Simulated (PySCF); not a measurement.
# Bond energies at CCSD(T)/def2-SVP beside a composite method

PySCF, lowest determinants of a PBE0 search. The composite is CCSD(T) extrapolated to the basis-set limit from two correlation-consistent sets, with core-valence (CV) and scalar-relativistic (SR) terms as its label shows; it has no spin–orbit coupling and nothing beyond (T).

```
species  state (unpaired electrons)  De CCSD(T) (eV)  De composite (eV)           composite  dissociates to
    GaC         quartet (σ ↑, π ↑↑)             2.95               3.12     CCSD(T)/CBS(DT)          Ga + C
   RbCl      singlet (closed shell)             3.59               4.32  CCSD(T)/CBS(DT)+CV         Rb + Cl
    KRb      singlet (closed shell)             0.46               0.53     CCSD(T)/CBS(DT)          K + Rb
   GeTe      singlet (closed shell)             4.00               4.34     CCSD(T)/CBS(DT)         Ge + Te
    InI      singlet (closed shell)             3.34               3.61     CCSD(T)/CBS(DT)          In + I
  SnCl⁺      singlet (closed shell)             3.75               4.20  CCSD(T)/CBS(DT)+CV        Sn⁺ + Cl
    RbH      singlet (closed shell)             1.36               1.79     CCSD(T)/CBS(TQ)          Rb + H
    PbO      singlet (closed shell)             4.22               5.14  CCSD(T)/CBS(DT)+CV          Pb + O
```

Problem. Does CCSD(T) bind more or less than the composite, by how much on average, and where is the difference largest?

Solution. CCSD(T)/def2-SVP binds less on average, method and basis taken together: the mean signed difference is -0.42 eV and the mean absolute one 0.42 eV; it is largest for PbO (-0.92 eV).

The molecules are drawn from runs that passed checks on state, spin purity and fit, so the hardest cases are missing and the errors look smaller than over all diatomics.

Correlated steps freeze the inner cores (0 to 19 orbitals); shallow outer-core shells are correlated. UHF and ROHF references stand side by side, which adds small steps between rows. Weak bonds: KRb. Basis-set superposition, not corrected here, can be much of De in a small basis, most of all at correlated wavefunction levels. Spin–orbit coupling is left out, which matters for elements this heavy, above all for dissociation energies. For an ion De counts to the pair picked by the measured ionisation energies or electron affinities, which need not be the lowest pair at this level. Where the molecule has an RHF reference, its open-shell atoms are computed with UHF. The CCSD T1 diagnostic is raised in GaC, GeTe, PbO, RbH, a sign that a single reference may not be enough there. States were picked by a PBE0 search and need not be the measured ground states.
